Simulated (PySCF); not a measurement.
What settings do to a single point of [AuI2]−

The sound run of [AuI2]− (singlet) uses PySCF 2.14.0, RKS B3LYP, Au def2-SVP with ECP60, I def2-SVP with ECP28; non-relativistic Hamiltonian with scalar-relativistic core potentials where named; density fitting; no spin-orbit coupling, grid (50, 194), threshold 1e-8 Eh and 55 cycles, at the relaxed geometry:

```xyz
3

Au    0.0000    0.0000    0.0000
I     0.0000    0.0000    2.6492
I     0.0000    0.0000   -2.6492
```

There Au1 has a Mulliken charge of -0.12 e and the dipole about the centre of mass is 0.00 D. Each run below changes one thing and starts from free metal ions and neutral atoms unless it says otherwise; with 55 cycles, smearing, a level shift and second-order steps follow where DIIS fails, and their cycles count. Energy shifts count from the sound run.

```csv
change,outcome,cycles,energy shift (eV),largest force component (eV/Å),charge on Au1 (e),dipole about the centre of mass (D)
threshold 0.001,converged,6,0.0009,0.02,-0.12,0.00
cycle limit 8,not converged,8,–,–,–,–
start from a density of up to 30 smeared cycles (not counted),converged,6,0.0000,0.00,-0.12,0.00
```

Task: How does the run with this change end: grid (15, 26)?

Result: outcome converged, cycles 10, energy shift (eV) -0.0098, largest force component (eV/Å) 10.88, charge on Au1 (e) -0.10, dipole about the centre of mass (D) 0.00.

Unsound on purpose, so not properties of the compound: grid (15, 26).

Forces carry noise of the integration grid, about 0.01 to 0.03 eV/Å.
